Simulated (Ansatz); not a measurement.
`C=[N][SnH]([CH3])[OH]` at its PBE0-D4/def2-TZVP geometry, where that method's forces vanish. Charge 0, multiplicity 1. Sn takes the def2 core potential.

```xyz
12

C    -0.9548    1.9550    1.0517
N    -0.2778    0.9463    1.3825
Sn    0.8198   -0.0333   -0.0498
C     0.1747   -2.0607   -0.1064
O     0.4466    0.8488   -1.7800
H    -1.5482    2.4805    1.8136
H    -1.0118    2.3794    0.0372
H     2.4759    0.2419    0.2317
H     0.3543   -2.5272    0.8624
H    -0.8935   -2.0969   -0.3214
H     0.7187   -2.6082   -0.8758
H    -0.3039    0.4745   -2.2457
```

**Question.** What forces (eV/Å) does B3LYP-D4/def2-TZVPP give on these atoms in Ansatz 0.2.0? (Estimate.)

**Answer.** The calculation gave: 
```
C1  -0.138  0.179  0.015
N2  -0.053  0.027  0.154
Sn3  0.250 -0.085  0.111
C4  -0.087 -0.286  0.002
O5  -0.042  0.129 -0.251
H6   0.025 -0.016 -0.059
H7  -0.006 -0.019  0.073
H8   0.067  0.015  0.008
H9  -0.013  0.019 -0.059
H10  0.063 -0.003  0.010
H11 -0.037  0.026  0.047
H12 -0.029  0.013 -0.050
```

B3LYP here is the variant with VWN-RPA as its local correlation; programs differ in this.
